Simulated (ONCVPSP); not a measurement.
gadolinium (Gd): one change to an ONCV potential, before and after

gadolinium, optimised norm-conserving Vanderbilt (ONCV), made with ONCVPSP 4.0.1 (PBEsol, non-relativistic). Core [Kr] 4d10, reference 4f7 5s2 5p6 5d1 6s2. Waves: 5s+6s: rc 2.40 bohr, ncon 4, nbas 8, qcut 5.8 1/bohr, 2 projectors; 5p: rc 2.10 bohr, ncon 4, nbas 7, qcut 6.6 1/bohr, 3 projectors, debl 2.7 Ha; 5d: rc 3.30 bohr, ncon 4, nbas 9, qcut 5.4 1/bohr, 2 projectors, debl 3.9 Ha; 4f: rc 1.30 bohr, ncon 3, nbas 7, qcut 10.8 1/bohr, 2 projectors, debl 0.6 Ha. Local part: polynomial inside 0.95 bohr (lpopt 5, dvloc0 3 Ha). Core correction: Teter function, fcfact 6, rcfact 1.15.

Change: reference 4f7 5s2 5p6; waves 5s: rc 2.40 bohr, ncon 4, nbas 8, qcut 5.8 1/bohr, 2 projectors, debl 1 Ha; d scattering state at 0.4 Ha: rc 3.30 bohr, ncon 4, nbas 9, qcut 5.4 1/bohr, 2 projectors, debl 3.9 Ha. In the s channel the program set the typed energies aside and used -2.505, 0.050 Ha. In the d channel the program set the typed energies aside and used -0.930, 0.050 Ha. In the f channel the program set the typed energies aside and used -1.392, 0.250 Ha.

Cutoffs: the cutoffs (Ha) at which the residual kinetic energy of the hardest occupied pseudo-wave falls to 1 and 0.1 mHa per electron; they do not see the model core or the augmentation charge, which bear on the density cutoff. Errors are all-electron minus pseudo energies relative to the spin-unpolarised reference configuration.

What does the change do?

The potential gets neither clearly harder nor softer (60 Ha and 178 Ha → 60 Ha and 179 Ha); the bound ghosts move from s to d, s; the number of tests that count goes from 4 to 3; the range in which the d phases agree narrows (upper end at the end of the scan → 2.2).

| quantity | base | changed |
| --- | --- | --- |
| cutoff, loose | 60 Ha | 60 Ha |
| cutoff, tight | 178 Ha | 179 Ha |
| bound ghosts | s | s, d |
| GHOST(+) flags under 300 eV | p at 201.3 eV | p at 180.7 eV |
| tests counted as reliable (solved cleanly; for ONCVPSP, near-neutral configurations with less than one 5d electron left out) | 4 of 4 | 3 of 4 |
| s: phases at 2.44 bohr within 0.05 rad from the reference energy up to (Ha; the scan ends near 5) | 4.2 | 3.6 |
| p: phases at 2.13 bohr within 0.05 rad from the reference energy up to (Ha; the scan ends near 5) | to the end of the scan | to the end of the scan |
| d: phases at 3.35 bohr within 0.05 rad from the reference energy up to (Ha; the scan ends near 5) | to the end of the scan | 2.2 |
| f: phases at 1.32 bohr within 0.05 rad from the reference energy up to (Ha; the scan ends near 5) | to the end of the scan | to the end of the scan |
| rms error of d²Exc/dni dnj with the model core, mHa | 3.13 | 5.30 |

Changed file: Tests not counted: 4f8 5s2 5p6 6s1 (all-electron energy unsafe for a near-neutral lanthanide with less than one 5d electron, printed error +220 meV). A true bound ghost makes a file unfit for plane-wave use even where its test errors are small: the radial tests pick states by their node count and pass the ghost by.
